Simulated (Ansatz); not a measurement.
Basis-set extrapolation for C3H5AlS (`S[CH]1C=[CH][AlH]1`) (PBE0-D4/def2-TZVP geometry, frozen core, Ansatz 0.2.0). Multiplicity 1, RHF reference.

```
                      def2-TZVPP   def2-QZVPP
                 HF  -755.970872  -755.994253
    MP2 correlation    -0.732313    -0.784138
CCSD(T) correlation    -0.814313      not run
```

Energies in hartree. Use E(X) = E(∞) + A·exp(−7.88·√X) for Hartree–Fock and E(X) = E(∞) + B·X^(−2.97) for correlation, with X = 3 and 4, and add CCSD(T) minus MP2 of the smaller set to the MP2 limit.

Task: What is the CCSD(T) energy at the basis-set limit?

Result: HF limit: -755.994253 + (-0.023381) × 0.13774 = -755.99747. MP2 limit: -0.784138 + (-0.051825) × 0.74074 = -0.82253. Higher-order term: -0.814313 − (-0.732313) = -0.08200. Total: -756.90200 hartree, 306.7 kJ/mol below CCSD(T)/def2-TZVPP.
